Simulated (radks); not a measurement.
Values are calculated unless marked as measured or tabulated.
How relativity changes the ionisation of the nitrogen ion N3+ ([He] 2s2) to N4+ ([He] 2s1). Spin-unpolarised spherical Kohn-Sham, BLYP, point nucleus unless stated (finite: rms radius 2.5582 fm), a radial shooting solver on a logarithmic mesh with Libxc functionals. A level marked "c x" has the speed of light scaled by that factor.

| level | E(N3+) (hartree) | E(N4+) (hartree) | IE (eV) | HOMO | <r> HOMO (bohr) |
|---|---|---|---|---|---|
| non-rel. | -51.19270 | -48.33518 | 77.757 | 2s | 1.106 |
| scalar-rel. | -51.22533 | -48.36597 | 77.807 | 2s | 1.106 |
| scalar-rel., finite nucleus | -51.22533 | -48.36596 | 77.807 | 2s | 1.106 |
| Dirac | -51.22533 | -48.36597 | 77.807 | 2s1/2 | 1.106 |
| Dirac, finite nucleus | -51.22533 | -48.36596 | 77.807 | 2s1/2 | 1.106 |
| Dirac, c x 0.75 | -51.25077 | -48.38997 | 77.846 | 2s1/2 | 1.105 |
| Dirac, c x 0.85 | -51.23789 | -48.37782 | 77.827 | 2s1/2 | 1.105 |
| Dirac, c x 2 | -51.20085 | -48.34287 | 77.770 | 2s1/2 | 1.106 |

NIST Atomic Spectra Database: 77.474 eV (measured). The relativistic part of the total energy of N3+ is -0.03263 hartree (Dirac, finite nucleus), 0.064 % of the non-relativistic value. Spin polarisation and multiplet splitting of open shells are left out at every level.

Beside tabulated values, note that spin-unpolarised runs miss the spin-polarisation part of the exchange energy of open shells.
